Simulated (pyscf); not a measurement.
[HN=Si–NH₂]• (SMILES N=[Si]N) → [HN–SiH=NH]• (SMILES [NH][SiH]=N), a hydrogen shift (doublet surface; H–N broken, H–Si formed). PySCF, gas phase, ωB97X-D3(BJ)/def2-SVP geometries. Correlated levels are frozen-core, on RHF or UHF. ΔMP2 is the change of the MP2 total energy from the triple- to the quadruple-zeta basis. Energies in kcal/mol from the reactant's lowest minimum found.

Small-basis levels: PySCF, no dispersion term, spherical d functions. Open shells are spin-unrestricted. 

Task: In single points B3LYP/6-31G* puts the saddle at 61.6 kcal/mol and the reaction energy at +27.0 kcal/mol. Should these be trusted to within a few kcal/mol? Compare with CCSD(T)/def2-TZVPP + ΔMP2(QZVPP).

Result: CCSD(T)/def2-TZVPP + ΔMP2(QZVPP) gives ΔE‡ = 58.8 kcal/mol and ΔE = +31.7 kcal/mol. B3LYP/6-31G* lies 2.7 kcal/mol over it in the barrier and 4.7 kcal/mol under it in the reaction energy, so on this step it does not hold to within 3.0 kcal/mol. CCSD(T)/def2-TZVPP + ΔMP2(QZVPP) has limits of its own. On the product side the descent ends in a point that may be a rotor saddle (no frequency run), 1.5 kcal/mol over the lowest minimum found and 28.0 kcal/mol under the saddle at ωB97X-D3(BJ)/def2-TZVP. This is the saddle that the search found; another between the same sides may lie lower. The CCSD(T) − MP2 part came from Ansatz, without density fitting, on the same reference. A UHF reference is spin-contaminated (<S²> up to 1.10), which harms MP2 most.
